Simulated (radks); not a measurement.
Results of a calculation; reference values are marked as such.
The nuclear charge of neutral xenon is varied continuously with 54 electrons held in [Xe]. Level of theory: scalar-relativistic Kohn-Sham, PBE, spin-polarised, spherical densities, point nucleus (a radial shooting solver on a logarithmic mesh with Libxc functionals). By the Hellmann-Feynman theorem dE/dZ = E(electron-nucleus)/Z, the electronic potential at the nucleus. The scalar-relativistic energy here is not variational (the density holds large components alone), so the two differ by a part that grows with Z.

Z	E (hartree)	E(electron-nucleus)/Z (hartree)	HOMO	e(HOMO) (eV)	<r> HOMO (bohr)
53.8	-7380.44906	-332.081	5p	-6.395	2.375
53.9	-7413.83163	-332.943	5p	-7.303	2.343
54	-7447.30127	-333.805	5p	-8.235	2.313
54.1	-7480.8580	-334.666	5p	-9.188	2.285
54.2	-7514.5017	-335.528	5p	-10.162	2.257
54.3	-7548.2326	-336.390	5p	-11.158	2.231
54.4	-7582.0506	-337.252	5p	-12.173	2.205
54.5	-7615.9557	-338.114	5p	-13.209	2.181
54.6	-7649.9479	-338.976	5p	-14.263	2.157
54.7	-7684.0272	-339.838	5p	-15.337	2.135
54.8	-7718.1937	-340.700	5p	-16.430	2.113
54.9	-7752.4475	-341.563	5p	-17.541	2.092
55	-7786.7884	-342.426	5p	-18.670	2.071

The central difference of E at Z = 54 is -335.132 hartree, to compare with the third column; the second derivative is -8.71 hartree.
